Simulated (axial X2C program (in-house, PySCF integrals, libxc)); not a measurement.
Values are calculated unless marked as measured or tabulated.
# RhC: input and output

Program: an in-house relativistic program for diatomic molecules.

Input:
```json
{
 "zs": [
  45,
  6
 ],
 "q": 0,
 "bas": [
  "dyall-cv3z",
  "dyall-v3z"
 ],
 "levels": [
  "PBE0",
  "HF",
  "PW91",
  "BP86",
  "BLYP"
 ],
 "cc": true,
 "r0": 1.77,
 "thr": -2.0,
 "nmax": 140
}
```
```bash
python so2c.py task.json out
```

Keys: zs atomic numbers; q charge; bas basis sets; levels methods; cc coupled cluster on or off; r0 starting distance in Å; thr threshold in hartree for freezing inner shells (an s shell follows its p shell); nmax most natural virtual spinors. HF also brings MP2.

Output of the HF step, two-component, at R = 1.591 Å for the state Ω = 1/2. It starts from PBE0 orbitals of this distance.

```
two-component X2C + atomic mean field  HF
basis functions 192  fitting functions 927  grid points 5072
iter        total energy     max residual
   1      -4816.977965412     3.69e-01
   2      -4817.002905806     7.92e-03
   3      -4817.003842390     6.01e-03
   4      -4817.004193606     6.59e-03
   5      -4817.004551599     2.46e-03
   6      -4817.004644404     1.75e-03
   7      -4817.004708275     1.00e-03
   8      -4817.004769341     6.46e-04
   9      -4817.004811556     4.23e-04
  10      -4817.004835133     4.67e-04
  11      -4817.004824601     4.49e-04
  12      -4817.004796038     3.94e-04
  13      -4817.004786751     3.28e-04
  14      -4817.004803690     2.89e-04
  15      -4817.004823686     3.04e-04
  16      -4817.004841403     2.95e-04
  17      -4817.004858869     2.76e-04
  18      -4817.004890151     2.42e-04
  19      -4817.004918806     2.03e-04
  20      -4817.004946948     1.65e-04
  21      -4817.004993636     1.47e-04
  22      -4817.005003931     1.25e-04
  23      -4817.005012665     1.41e-04
  24      -4817.005014390     1.07e-04
  25      -4817.005014945     7.25e-05
  26      -4817.005015417     7.64e-05
  27      -4817.005015612     5.56e-05
  28      -4817.005015691     4.14e-05
  29      -4817.005015717     4.19e-05
  30      -4817.005015656     4.29e-05
  31      -4817.005015527     2.38e-05
  32      -4817.005015485     1.05e-05
  33      -4817.005015487     5.12e-06
  34      -4817.005015492     3.30e-06
  35      -4817.005015494     2.70e-06
  36      -4817.005015496     2.15e-06
converged
one-electron -6818.52235274  Coulomb 2056.64934338  exact exchange -142.51072038  xc functional 0.00000000  nuclear repulsion 89.80380072  atomic mean-field constant -2.42508648
correlated 13  virtual 255  natural virtual 140  E(MP2) -0.599966631  MP2 remainder -0.009492016
iter   CCSD correlation   residual
   1     -0.455013476   4.08e-01
   2     -0.503759112   2.23e-01
   3     -0.507987668   4.23e-02
   4     -0.509554058   2.61e-02
   5     -0.510464825   1.26e-02
   6     -0.510778215   7.08e-03
   7     -0.510633275   4.32e-03
   8     -0.510779285   2.60e-03
   9     -0.510809033   1.50e-03
  10     -0.510780440   8.25e-04
  11     -0.510812359   3.50e-04
  12     -0.510798125   1.59e-04
  13     -0.510800809   6.75e-05
  14     -0.510800625   3.16e-05
  15     -0.510800184   1.83e-05
  16     -0.510800735   8.75e-06
  17     -0.510800556   5.10e-06
  18     -0.510800585   3.20e-06
  19     -0.510800533   2.18e-06
  20     -0.510800470   1.50e-06
  21     -0.510800484   9.56e-07
(T) -0.039025042  T1 0.0576  D1 0.1351  max T2 0.060
```
Energies are in hartree; totals compare only within one Hamiltonian and basis. T1 is large, a sign of multireference character or of a spin-contaminated reference. T1 in the output is the amplitude norm over the root of the electron number; divide by √2 for the Lee–Taylor value.
